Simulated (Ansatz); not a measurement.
Bond stretch in In2(mu-NH2)2(F)4, H4F4In2N2, singlet. The N3–H12 bond (N3 also carries H, In, In; H12 carries nothing else) is stretched with both fragments frozen at the PBE0/def2-SVP, def2 effective core potentials past Kr optimised geometry.

Methods: RKS-PBE = restricted PBE/def2-SVP, def2 effective core potentials past Kr (Ansatz, a quantum-chemistry and plane-wave program); UKS-PBE = unrestricted PBE/def2-SVP, def2 effective core potentials past Kr run with Ansatz; RKS-CAM-B3LYP = restricted CAM-B3LYP/def2-SVP, def2 effective core potentials past Kr run with Ansatz; UKS-PBE0 = Ansatz with unrestricted PBE0/def2-SVP, def2 effective core potentials past Kr.

Energies relative to the lowest point of each curve near equilibrium, in mEh; the last columns give the difference from UKS-PBE0:

| R / Å | RKS-PBE | UKS-PBE | RKS-CAM-B3LYP | UKS-PBE0 | RKS-PBE − UKS-PBE0 | UKS-PBE − UKS-PBE0 | RKS-CAM-B3LYP − UKS-PBE0 |
|---|---|---|---|---|---|---|---|
| 0.84 | 42.8 | 42.8 | 40.5 | 40.6 | 2.1 | 2.1 | -0.2 |
| 0.90 | 17.3 | 17.3 | 15.8 | 15.8 | 1.5 | 1.5 | 0.0 |
| 0.97 | 3.1 | 3.1 | 2.5 | 2.4 | 0.7 | 0.7 | 0.0 |
| 0.98 | 2.1 | 2.1 | 1.6 | 1.6 | 0.5 | 0.5 | 0.0 |
| 1.02 | 0.0 | 0.0 | 0.0 | 0.0 | 0.0 | 0.0 | 0.0 |
| 1.06 | 0.5 | 0.5 | 1.1 | 1.1 | -0.6 | -0.6 | 0.0 |
| 1.11 | 4.0 | 4.0 | 5.2 | 5.3 | -1.3 | -1.3 | -0.1 |
| 1.16 | 9.7 | 9.7 | 11.6 | 11.7 | -2.1 | -2.1 | -0.2 |
| 1.23 | 20.2 | 20.2 | 23.2 | 23.4 | -3.2 | -3.2 | -0.2 |
| 1.36 | 43.9 | 43.9 | 49.0 | 49.3 | -5.4 | -5.4 | -0.4 |
| 1.50 | 71.1 | 71.1 | 78.6 | 78.9 | -7.9 | -7.9 | -0.3 |
| 1.68 | 104.0 | 104.0 | 115.2 | 115.2 | -11.2 | -11.2 | 0.0 |
| 1.91 | 139.9 | 139.9 | 156.3 | 153.4 | -13.5 | -13.5 | 2.8 |
| 2.12 | 166.3 | 163.6 | 187.7 | 172.7 | -6.4 | -9.1 | 15.0 |
| 2.49 | 199.9 | 182.3 | 230.4 | 187.7 | 12.3 | -5.4 | 42.8 |
| 2.95 | 225.3 | 190.4 | 266.4 | 193.7 | 31.6 | -3.3 | 72.8 |

RKS-PBE is furthest from UKS-PBE0 at 2.95 (31.6 mEh, above); its mean absolute difference over the points is 6.3 mEh.

UKS-PBE is furthest from UKS-PBE0 at 1.91 (-13.5 mEh, below); its mean absolute difference over the points is 4.2 mEh.

RKS-CAM-B3LYP is furthest from UKS-PBE0 at 2.95 (72.8 mEh, above); its mean absolute difference over the points is 8.4 mEh.

The restricted form behind RKS-PBE, RKS-CAM-B3LYP keeps the bonding electrons paired and can't separate into open-shell fragments. The unrestricted determinant behind UKS-PBE is spin-contaminated at 2.12 to 2.95 Å (<S²> up to 0.9, against 0.00 for a pure singlet). The unrestricted determinant behind UKS-PBE0 is spin-contaminated at 1.91 to 2.95 Å (<S²> up to 1.0, against 0.00 for a pure singlet).
